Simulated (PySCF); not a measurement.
NMR data simulated for an unnamed compound:

¹H NMR (600 MHz, computed): δ 6.30 (q, 1H), 6.08 (d, 1H), 2.24 (m, 1H), 1.70 (d, 3H), 1.02 (d, 6H).

¹³C{¹H} NMR (computed): δ 137.5 (CH), 126.6 (CH), 30.1 (CH), 22.1 (CH3), 15.6 (CH3).

Method: shielding tensors at PBE0/pcSseg-1 (GIAO), GFN2-xTB geometry, in PySCF 2.14 (averaged over atoms made equivalent by symmetry, fast rotation or ring inversion, relativity neglected, in vacuum, one conformer).

Referencing at the same level of theory: ¹H (31.72 ppm) and ¹³C (186.93 ppm) against TMS.

Question: Which of these does the molecule contain: a (CH3)2CH unit, a CH3CH2 unit, a benzene ring, a CF3 group?

Answer: 
- A (CH3)2CH unit: yes (δC 22.1, 30.1; δH 1.02 (d), 2.24 (m)).
- A CH3CH2 unit: no.
- A benzene ring: no.
- A CF3 group: no.

The data belong to SMILES C/C=N\N=C/C(C)C, C$_{6}$H$_{12}$N$_{2}$; they needn't prove each group on their own.

Carbon signals by region: 2 in the sp2 and nitrile region (100–160 ppm), 3 below 50 ppm.

Shifts are as computed. Against solution values, carbons near 30 ppm lie about +3 ppm off and those near 130 ppm about +5 ppm. Of 1211 compounds with measured shifts, 218 miss one by over three times the rms of a fit or turn the order of signals round; such compounds aren't used in these exercises. Multiplicities follow the n + 1 count of equivalent neighbours, as no J values were calculated; m marks all less simple cases, F and P coupling included.
